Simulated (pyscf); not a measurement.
`[OH][B][OH]` [doublet] -> `[O][BH][OH]` [doublet], a hydrogen shift (doublet surface; H–O broken, B–H formed). Optimised with ωB97X-D3(BJ)/def2-SVP in PySCF. MP2 and CC: frozen core, UHF for open shells. ΔMP2 is the change of the MP2 total energy from the triple- to the quadruple-zeta basis. Energies in kcal/mol from the reactant's lowest minimum found.

Small-basis levels: PySCF, no dispersion term, spherical d functions. AM1 to PM7: differences of heats of formation from MOPAC, which are fitted to 298 K values and so differ in kind from electronic energies by zero-point and thermal terms. GFN2-xTB: tblite. Open shells are spin-unrestricted. 

```csv
level,barrier,reaction energy
HF/6-31G*,44.3,-9.7
MP2/6-31G*,36.1,+7.5
SVWN5/6-31G*,23.9,+4.8
B3LYP/STO-3G,33.3,-28.3
B3LYP/3-21G,32.1,-6.3
B3LYP/LANL2DZ,34.4,-1.9
B3LYP/6-31G*,29.4,-2.2
M06-2X/6-31G*,33.8,+3.2
B3LYP/def2-SVP,31.1,+3.5
GFN2-xTB,38.8,-1.1
PM6,33.2,+18.8
PM7,31.2,+12.3
CCSD(T)/def2-TZVPP + ΔMP2(QZVPP),33.2,+8.9
```

Against the last row the barrier runs from -9.3 (SVWN5/6-31G*) to +11.1 kcal/mol (HF/6-31G*); PM6 happens to lie closest here (0.0 kcal/mol apart). CCSD(T)/def2-TZVPP + ΔMP2(QZVPP) has limits of its own. This is the saddle that the search found; another between the same sides may lie lower. The CCSD(T) − MP2 part came from Ansatz, without density fitting, on the same reference.
